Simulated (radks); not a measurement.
Values are calculated unless marked as measured or tabulated.
Initial-state core-level shifts of the magnesium ion Mg+ when its valence configuration changes from [Ne] 3s1. Level of theory: scalar-relativistic Kohn-Sham, PBE, spin-polarised, spherical densities, finite nucleus; open shells are filled with parallel spins first; Fermi nuclear charge, rms radius 3.057 fm (a radial shooting solver on a logarithmic mesh with Libxc functionals). Shifts are changes of the shell-averaged eigenvalues in eV (positive: less bound); the change of the density at the nucleus, which sets a Mossbauer isomer shift, is in e/bohr^3, on a base of 1162.

3p1: 1s -1.842; 2s -1.815; 2p -1.795; density at nucleus -2.2233
3s0.5 3p0.5: 1s -0.923; 2s -0.911; 2p -0.901; density at nucleus -1.1083
